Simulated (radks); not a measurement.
Results of a calculation; reference values are marked as such.
Effect of the nuclear size on the technetium ion Tc+, [Kr] 4d5 5s1. Code: a radial shooting solver on a logarithmic mesh with Libxc functionals. Model: Dirac Kohn-Sham, LDA (Slater exchange, Perdew-Wang correlation), spin-unpolarised, spherical densities, finite nucleus; open shells are shared between the two j in proportion to 2j + 1; Fermi nuclear charge, rms radius 4.4112 fm. The rms radius is varied about that value; shifts are against it.

| rms radius (fm) | total energy shift (eV) | density at nucleus (e/bohr^3) | 1s1/2 shift (meV) | 2s1/2 shift (meV) | 4s1/2 shift (meV) | 4p1/2 shift (meV) | 5s1/2 shift (meV) |
|---|---|---|---|---|---|---|---|
| 3.9039 | -0.362 | 1.011e+05 | -153 | -16.5 | -0.501 | 0.047 | -0.049 |
| 4.0451 | -0.265 | 1.007e+05 | -112 | -12.1 | -0.367 | 0.034 | -0.036 |
| 4.4112 | 0 | 9.972e+04 | 0.000 | 0.000 | 0.000 | 0.000 | 0.000 |
| 4.7156 | 0.236 | 9.897e+04 | 99.8 | 10.8 | 0.326 | -0.031 | 0.032 |
| 5.1567 | 0.603 | 9.797e+04 | 255 | 27.5 | 0.834 | -0.078 | 0.082 |

Slopes of the eigenvalues against <r^2> in GHz/fm^2, as finite differences over the two radii next to the reference (eigenvalue slopes, not the field-shift constants of lines): 1s1/2 8720, 2s1/2 941, 4s1/2 28.5, 4p1/2 -2.68, 5s1/2 2.82.
